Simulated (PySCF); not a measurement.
The multiplicity is imposed and other spin states were not computed.

Cartesian coordinates (Å):
```xyz
7

Zn    -0.0037    -0.0086    -0.0022
O     -1.6009    -0.7124     0.3214
C     -2.7323    -0.4176    -0.4704
H     -3.0185     0.6639    -0.4648
H     -3.6014    -0.9805    -0.0587
H     -2.6273    -0.7263    -1.5405
F      1.6234     0.5909    -0.1787
```
Charge 0, spin multiplicity 1.

**Question.** Estimate the LUMO, HOMO, HOMO–LUMO gap, total energy and charge on the central atom (Mulliken) that PBE-D3(BJ)/def2-TZVP // BP86-D3(BJ)/def2-SVP (PySCF 2.14.0) returns for this input.

**Answer.** 
- LUMO: -2.44 eV
- HOMO: -6.32 eV
- HOMO–LUMO gap: 3.88 eV
- total energy: -1994.0043 Ha
- charge on the central atom (Mulliken): 0.63 e
